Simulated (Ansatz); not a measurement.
C2H6N2, SMILES `[H]/N=C(/C)N` (charge 0, multiplicity 1).

Cartesian coordinates (Å):
```xyz
10

C      1.0671    -0.1642    -0.6439
C     -0.0371     0.2307     0.2986
N      0.2244     0.9587     1.3115
N     -1.2907    -0.2174    -0.0793
H      1.1659    -1.2520    -0.6896
H      2.0033     0.2636    -0.2986
H      0.8556     0.1929    -1.6543
H     -0.6116     1.1567     1.8631
H     -2.0304    -0.1692     0.6022
H     -1.3466    -0.9997    -0.7096
```
Charge 0, spin multiplicity 1.

Frozen-core energies in 6-31g from Ansatz (a program for electronic structure) at a geometry from B3LYP-D3(BJ)/def2-TZVP; the HF reference has <S^2> = 0.00 and the T1 diagnostic is 0.012.

| level | energy (Ha) |
|---|---|
| HF | -188.03418 |
| MP2 | -188.43309 |
| CCSD | -188.46587 |
| CCSD(T) | -188.47744 |

Estimate the energies of CCSDT and CCSDT(Q), and give each level's difference from CCSDT(Q).


| level | energy (Ha) | difference from CCSDT(Q) (mHa) |
|---|---|---|
| MP2 | -188.43309 | 46.10 |
| CCSD | -188.46587 | 13.33 |
| CCSD(T) | -188.47744 | 1.76 |
| CCSDT | -188.47797 | 1.22 |
| CCSDT(Q) | -188.47920 | 0.00 |
